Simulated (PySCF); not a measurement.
Cl₃H₃OSiSn, SMILES [Cl][Sn]([O][SiH3])([Cl])[Cl]. Atoms are numbered in the order given.

```xyz
9

Si    -2.9916    -0.5375     0.0000
O     -1.3828    -1.0149     0.0000
Sn     0.3043    -0.0274     0.0000
Cl    -0.2020     2.2577     0.0000
Cl     1.5167    -0.5922     1.9103
Cl     1.5167    -0.5922    -1.9103
H     -3.2994     0.2734    -1.2127
H     -3.2994     0.2734     1.2127
H     -3.8082    -1.7797     0.0000
```
Charge 0, spin multiplicity 1.

Geometry: B3LYP-D3(BJ)/def2-SVP. The def2 effective core potentials stand for the cores of Sn; spin–orbit coupling is left out. One conformer was computed; it need not be the lowest.

Computed with TDDFT-PBE0/def2-SVPD (PySCF).

Vertical excitations. Isolated molecule, no solvent. State labels are in the subgroup Cs.

```json
[
 {"state": "S1", "symmetry": "A\"", "energy (eV)": "4.43", "λ (nm)": "280", "f": "0.004", "main pairs": "HOMO→LUMO 95 %"},
 {"state": "S2", "symmetry": "A\"", "energy (eV)": "4.80", "λ (nm)": "258", "f": "0.000", "main pairs": "HOMO−2→LUMO 99 %"},
 {"state": "S3", "symmetry": "A'", "energy (eV)": "4.81", "λ (nm)": "258", "f": "0.046", "main pairs": "HOMO−1→LUMO 87 %"},
 {"state": "S4", "symmetry": "A'", "energy (eV)": "4.98", "λ (nm)": "249", "f": "0.016", "main pairs": "HOMO−3→LUMO 82 %"},
 {"state": "S5", "symmetry": "A\"", "energy (eV)": "5.00", "λ (nm)": "248", "f": "0.017", "main pairs": "HOMO−4→LUMO 88 %"},
 {"state": "S6", "symmetry": "A\"", "energy (eV)": "5.22", "λ (nm)": "237", "f": "0.027", "main pairs": "HOMO−6→LUMO 89 %"},
 {"state": "S7", "symmetry": "A'", "energy (eV)": "5.22", "λ (nm)": "237", "f": "0.029", "main pairs": "HOMO−5→LUMO 92 %"},
 {"state": "S8", "symmetry": "A'", "energy (eV)": "5.30", "λ (nm)": "234", "f": "0.023", "main pairs": "HOMO−7→LUMO 96 %"},
 {"state": "S9", "symmetry": "A\"", "energy (eV)": "6.41", "λ (nm)": "193", "f": "0.050", "main pairs": "HOMO−8→LUMO 91 %"},
 {"state": "S10", "symmetry": "A'", "energy (eV)": "6.50", "λ (nm)": "191", "f": "0.078", "main pairs": "HOMO−9→LUMO 90 %"},
 {"state": "T1", "symmetry": "A\"", "energy (eV)": "4.18", "λ (nm)": "296", "f": "0", "main pairs": "HOMO→LUMO 91 %"},
 {"state": "T2", "symmetry": "A'", "energy (eV)": "4.39", "λ (nm)": "283", "f": "0", "main pairs": "HOMO−1→LUMO 83 %"},
 {"state": "T3", "symmetry": "A\"", "energy (eV)": "4.43", "λ (nm)": "280", "f": "0", "main pairs": "HOMO−2→LUMO 97 %"},
 {"state": "T4", "symmetry": "A\"", "energy (eV)": "4.55", "λ (nm)": "272", "f": "0", "main pairs": "HOMO−4→LUMO 93 %"}
]
```
Triplets are in the Tamm–Dancoff approximation, which puts them higher than full response would, so one can lie above its singlet here.
